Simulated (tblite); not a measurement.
Pentafluoropyridine, C5F5N.
SMILES: `Fc1nc(F)c(F)c(F)c1F`

Computed values, GFN2-xTB/tblite, gas phase, harmonic and unscaled. Errors from tens to a few hundred cm⁻¹ against measured bands are possible.

Harmonic wavenumbers (cm⁻¹): 103.6, 141.5, 204.6, 238.7, 238.9, 294.3, 323.3, 325.9, 416.1, 430.6, 445.5, 576.2, 585.6, 608.2, 655.4, 665.9, 697.4, 951.3, 1055.3, 1140.2, 1224.9, 1279.8, 1403.4, 1456.4, 1483.5, 1546.5, 1567.7.

A = 1461, B = 1077, C = 619.8 MHz; mass 168.995 u (most abundant isotopes); point group C2v, symmetry number 2.

**Question.** Zero-point energy?

**Answer.** Half the sum of the wavenumbers: 10030 cm⁻¹ = 119.99 kJ/mol.

**Question.** What is S at 350 K and 1 bar for an ideal gas of classical rigid rotors and harmonic oscillators?

**Answer.** Translation 176.17, rotation 122.51, vibration 107.52: S = 406.2 J/(mol K).

**Question.** And Cp and H(350 K) − H(0)?

**Answer.** Cp = 155.60 J/(mol K), of which vibrations give 122.35 (their classical limit is 27 R = 224.5); H(350 K) − H(0) = 33.42 kJ/mol without the zero-point energy, 21.78 from vibrations.

**Question.** How do the functions run with temperature in this model?

**Answer.** 
| T (K) | S (J/(mol K)) | Cp (J/(mol K)) | H − H(0) (kJ/mol) | G − H(0) (kJ/mol) | ln q(vib) |
| --- | --- | --- | --- | --- | --- |
| 150 | 303.7 | 89.1 | 8.30 | -37.26 | 1.34 |
| 250 | 358.7 | 127.2 | 19.22 | -70.45 | 3.32 |
| 298.15 | 382.4 | 141.8 | 25.70 | -88.29 | 4.34 |
| 400 | 427.7 | 167.3 | 41.50 | -129.60 | 6.51 |
| 600 | 502.6 | 201.2 | 78.65 | -222.91 | 10.61 |
| 900 | 589.8 | 227.0 | 143.41 | -387.39 | 16.07 |

q(vib) and H(0) count from the zero-point level.

**Question.** Blend soft modes into free rotors: weight 1/[1 + (100 cm⁻¹/ν̃)⁴] for the oscillator and the rest for a rotor with moment μB/(μ + B), μ = h/(8π²ν), B = 10⁻⁴⁴ kg m². What vibrational entropy results?

**Answer.** 105.82 J/(mol K) in place of 107.52, which changes −T·S at 350 K by +0.59 kJ/mol.

**Question.** Which modes carry the vibrational entropy at 350 K?

**Answer.** 103.6 cm⁻¹: 15.47; 141.5 cm⁻¹: 12.94; 204.6 cm⁻¹: 9.99; 238.7 cm⁻¹: 8.80; 238.9 cm⁻¹: 8.79; 294.3 cm⁻¹: 7.22 J/(mol K); the other 21 give 44.31 together.

Hindered rotation and anharmonicity are outside this model.
